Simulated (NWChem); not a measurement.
Molecule: SnI$_{2}$F$_{2}$; SMILES [F][Sn]([F])([I])[I]

All runs: NWChem. All runs use the structure optimised with PBE0/def2-SVP (def2 core potentials past Kr).

What does the run give for TPSS/3-21G, non-relativistic? Quantities: highest occupied level (eV); orbital gap (eV); dipole (D).


```
Quantity                     Value
---------------------------  -----
highest occupied level (eV)  -7.33
orbital gap (eV)              3.44
dipole (D)                    1.24
```
